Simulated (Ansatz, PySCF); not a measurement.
Gas-phase reaction R1 + R2 → P1 + P2, each structure at its B3LYP-D3(BJ)/def2-TZVP stationary point, reached from a drawn start (curvature not checked).
R1: Cl2H2Si (SMILES Cl[SiH2]Cl), charge 0, multiplicity 1.
R2, NH3 (SMILES N) (charge 0, multiplicity 1):
```xyz
4

N      0.000     0.000     0.279
H      0.000     0.943    -0.093
H      0.817    -0.471    -0.093
H     -0.817    -0.471    -0.093
```
P1, ClH4NSi (SMILES N[SiH2]Cl) (charge 0, multiplicity 1):
```xyz
7

N     -1.093    -0.092     0.004
Si     0.570     0.274     0.065
Cl     1.842    -1.299    -0.441
H     -1.519    -0.670     0.713
H     -1.564    -0.196    -0.881
H      0.848     1.343    -0.909
H      0.916     0.639     1.449
```
P2: HCl (SMILES Cl), charge 0, multiplicity 1.

P less R. No zero-point or thermal terms.

Frozen-core correlation throughout. CBS(a, b) extrapolates the correlation energy as X⁻³ and adds the Hartree–Fock energy of set b.

The values were computed with Ansatz (Gaussian orbitals); PySCF for the D3/D4 terms. Each number belongs to the level named beside it.

| level | reaction energy (eV) |
|---|---|
| SVWN5/def2-TZVPP | 0.287 |
| revPBE-D3(BJ)/def2-TZVPP | 0.398 |
| PBE0/def2-TZVPP | 0.370 |
| PBE0-D3(BJ)/def2-TZVPP | 0.372 |
| B2PLYP/def2-TZVPP | 0.340 |
| B2PLYP-D3(BJ)/def2-TZVPP | 0.348 |
| SCS-MP2/cc-pV(D+d)Z | ___ |
| CCSD(T)/cc-pV(Q+d)Z | ___ |
| CCSD(T)/CBS(cc-pV(T+d)Z, cc-pV(Q+d)Z) | ___ |

Task: What belongs in the gaps?

Result: 
- SCS-MP2/cc-pV(D+d)Z, reaction energy (eV): 0.266
- CCSD(T)/cc-pV(Q+d)Z, reaction energy (eV): 0.324
- CCSD(T)/CBS(cc-pV(T+d)Z, cc-pV(Q+d)Z), reaction energy (eV): 0.344

Ansatz is a first-principles code.
